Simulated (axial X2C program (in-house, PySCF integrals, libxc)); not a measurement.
## Which molecule gave these maps?

PBE0 fields computed with an in-house all-electron X2C program for linear molecules (integrals from PySCF), without spin–orbit coupling, near the equilibrium distance, one atom at z = 0.

The maps cover the half plane through the axis: z from -2.4 to 3.6 Å along the bond, ρ from 0.15 to 2.25 Å away from it.

log10 of the density in e/bohr³:

```
 ρ\z  -2.4  -1.8  -1.2  -0.6   0.0   0.6   1.2   1.8   2.4   3.0   3.6
0.15  -3.1  -2.2  -1.3  -0.1   1.8  -0.1  -1.0  -0.7  -1.6  -2.7  -3.7
0.45  -3.1  -2.3  -1.5  -0.5   0.4  -0.5  -1.2  -1.1  -1.8  -2.8  -3.8
0.75  -3.2  -2.4  -1.7  -1.0  -0.5  -1.1  -1.5  -1.6  -2.1  -3.0  -3.9
1.05  -3.4  -2.6  -2.0  -1.5  -1.3  -1.6  -1.9  -2.0  -2.5  -3.3  -4.1
1.35  -3.7  -2.9  -2.3  -1.9  -1.9  -2.1  -2.3  -2.5  -2.9  -3.6  -4.4
1.65  -3.9  -3.2  -2.7  -2.4  -2.4  -2.6  -2.8  -3.0  -3.3  -3.9  -4.7
1.95  -4.2  -3.6  -3.1  -2.8  -2.9  -3.1  -3.3  -3.5  -3.8  -4.3  -5.0
2.25  -4.6  -4.0  -3.5  -3.3  -3.4  -3.6  -3.8  -4.0  -4.3  -4.7  -5.4
```

Electron localisation function (collinear form, no current term, damped to 0 at low density):

```
 ρ\z  -2.4  -1.8  -1.2  -0.6   0.0   0.6   1.2   1.8   2.4   3.0   3.6
0.15  0.75  0.97  0.69  0.59  0.75  0.59  0.85  1.00  1.00  0.97  0.04
0.45  0.67  0.97  0.75  0.39  0.76  0.38  0.82  1.00  1.00  0.94  0.02
0.75  0.47  0.96  0.82  0.28  0.42  0.22  0.76  1.00  1.00  0.84  0.01
1.05  0.20  0.93  0.88  0.41  0.23  0.20  0.61  0.98  0.98  0.47  0.00
1.35  0.05  0.82  0.89  0.59  0.27  0.15  0.33  0.88  0.86  0.08  0.00
1.65  0.01  0.44  0.82  0.64  0.25  0.07  0.10  0.45  0.28  0.01  0.00
1.95  0.00  0.07  0.50  0.47  0.13  0.02  0.02  0.06  0.02  0.00  0.00
2.25  0.00  0.00  0.08  0.13  0.03  0.00  0.00  0.00  0.00  0.00  0.00
```

Problem. Which molecule is it?
A. AlB
B. InO⁺
C. SnH⁺
D. SnBr⁺

Solution. C. SnH⁺, with Sn at z = 0 and H at z = 1.762 Å, state M_S = 0, Λ = 0 (closed shell), basis Sn dyall-cv3z [11s12p9d4f1g], H dyall-v3z [6s2p1d] (cores contracted in-house). Occupations by symmetry block were frozen at the best pattern of an incomplete PBE0 search.
